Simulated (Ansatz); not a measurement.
**Energy profile**

The step: SnSiH₆ ([SiH3][SnH3]) + HCl → SnH₃Cl ([Cl][SnH3]) + SiH₄; bonds formed: Sn1–Cl7, Si2–H6; bonds broken: Sn1–Si2, H6–Cl7 (atoms numbered as in the saddle structure below).

```
10
angstrom
Sn -0.7684 1.0555 -0.5520
Si 0.4726 -1.3582 0.3322
H 0.0081 1.8841 -1.8039
H -1.7350 1.8742 0.5671
H -1.6946 -0.2386 -1.2376
H 0.7799 0.3550 0.5820
Cl 1.4019 1.8870 1.0517
H 1.6391 -1.6888 1.1885
H 0.6739 -1.8692 -1.0462
H -0.7776 -1.9011 0.9182
```

Electronic energies by CCSD(T) at an estimated basis limit (MP2 extrapolated from triple and quadruple zeta, plus CCSD(T) − MP2 in triple zeta), on PBE0-D4/def2-TZVP structures; SnSiH$_{7}$Cl, singlet; no counterpoise correction. Computed with Ansatz 0.2.0 (basis: def2-TZVPP and def2-QZVPP); correlated methods freeze the cores. Filled d shells of the heavier atoms are correlated. Core potentials replace the inner electrons of the atoms past krypton. The def2 sets are not built for correlating such inner shells, so the correlated values are less sure here. Extrapolation: Hartree–Fock as exp(−7.88 √X), correlation as X^−2.97.

Q: Give the profile in kJ/mol, counted from the separated reactants. (Judge from chemistry; the value comes from the calculation.)

A: Computed:
```tsv
point	kJ/mol
separated: SnSiH$_{6}$ (linked as [SiH3][SnH3]; Sn1, Si2, H3, H4, H5, H8, H9, H10; singlet) + HCl (H6, Cl7; singlet)	0.0
start structure	-6.9
saddle	147.5
end structure	-68.0
separated: SnH$_{3}$Cl (linked as [Cl][SnH3]; Sn1, H3, H4, H5, Cl7; singlet) + SiH$_{4}$ (Si2, H6, H8, H9, H10; singlet)	-62.8
```

No T1 diagnostic of these runs exceeds 0.015. The end structure is not quite a true minimum (one mode of 36i cm⁻¹).

For scale, one of the runs: CCSD(T)/def2-TZVPP, 232 basis functions, launched by `ansatz run in.yaml --threads 4 --pin off --events-out ev --progress --plain --max-ram 9574MiB`. Time: 96 s of wall clock on 4 CPU threads of an Arm Neoverse V2; the host was shared. Peak host memory: 4.1 GiB.
